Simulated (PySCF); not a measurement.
Compound: trimethylborane, C₃H₉B.
InChI=1S/C3H9B/c1-4(2)3/h1-3H3

The closed-shell ground state was solved at several levels (PySCF, density fitting, gas phase, non-relativistic). Isolated species at its GFN2-xTB geometry, gas phase.

```
        level  basis functions  total energy (Eh)  HOMO (eV)  LUMO (eV)  gap (eV)  dipole (D)
PBE0/pcSseg-1              113          -144.3931      -8.53      -0.23      8.30        0.08
  B3LYP/pcJ-1              198          -144.6287      -8.33      -0.46      7.87        0.07
```

(1) Estimate the row for CAM-B3LYP/def2-SVPD, a basis of 152 functions; the other rows only guide the guess.

(2) Over all these levels, which gives the widest orbital gap and which the narrowest?

(3) How far do the dipole and the HOMO energy spread over the levels?

Results:

(1) Total energy -144.4063 Eh, HOMO -9.98 eV, LUMO 0.89 eV, gap 10.87 eV, dipole 0.06 D.

(2) CAM-B3LYP/def2-SVPD (range-separated hybrid) has the widest, 10.87 eV, and B3LYP/pcJ-1 (global hybrid, 20 % exact exchange) the narrowest, 7.87 eV. Functional and basis both differ between the two, so the spread mixes both effects.

(3) The dipole runs from 0.06 to 0.08 D (mean 0.07 D) and the HOMO from -9.98 to -8.33 eV.
